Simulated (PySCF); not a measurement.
## Bond length, frequency and bond energy of PbO by level of theory

State: ¹Σ⁺ (singlet), closed shell. Set-up: basis Pb cc-pVDZ-PP with ECP60, O cc-pVDZ; scalar-relativistic core potentials; PySCF 2.14. De refers to Pb + O in their high-spin ground configurations, without counterpoise correction. A positive dipole means Pb(−)O(+). Levels whose curve was spin-contaminated or gave no clean fit are not listed.

```csv
Level,Re (Å),ωe (cm⁻¹),De (eV),μ (D),"CPU s a point (SCF and correlation, without the integrals)"
RHF,1.890,872,0.282,-5.32,0.032
RHF-CCSD,1.939,771,3.59,n/a,n/a
RHF-CCSD(T),1.978,678,4.14,n/a,0.49
PBE,1.967,715,5.30,-3.82,0.71
r²SCAN,1.946,753,4.64,-4.08,1.1
PBE0,1.931,777,4.27,-4.28,0.96
B97-3,1.937,768,4.45,-4.42,0.49
M06,1.940,764,4.96,-4.50,0.53
HSE06,1.934,773,4.30,-4.26,0.65
MN15,1.920,796,4.32,-4.23,0.55
```

(1) What are the measured Re and ωe, and which levels come closest?

```csv
Level,error in Re (pm),error in ωe (%)
RHF,-3.2,21.0
RHF-CCSD,1.8,7.0
RHF-CCSD(T),5.6,-5.9
PBE,4.5,-0.8
r²SCAN,2.4,4.5
PBE0,0.9,7.8
B97-3,1.5,6.5
M06,1.8,6.0
HSE06,1.2,7.2
MN15,-0.2,10.4
```

Correlated steps freeze 5 core orbitals. Correlated levels converge slowly with the basis: in double zeta they bind strong bonds too weakly, by up to about 1 eV, and carry superposition errors of some tenths. These are scalar-relativistic numbers at best; spin–orbit coupling would shift them, the dissociation energy most. Where the molecule has an RHF reference, its open-shell atoms are computed with UHF. The CCSD T1 diagnostic is raised, a sign that a single reference may not be enough here.

The whole job (state search and all levels along the bond) took about 1.5 min on 1 thread of Intel Xeon 6975P-C (shared host), peak memory 0.43 GiB.

## Answers

(1) Re = 1.921813 Å and ωe = 721.0 cm⁻¹ (Huber and Herzberg, Constants of Diatomic Molecules (1979)). Closest are MN15 for the length (off by -0.002 Å) and PBE for the frequency (off by -0.8 %).
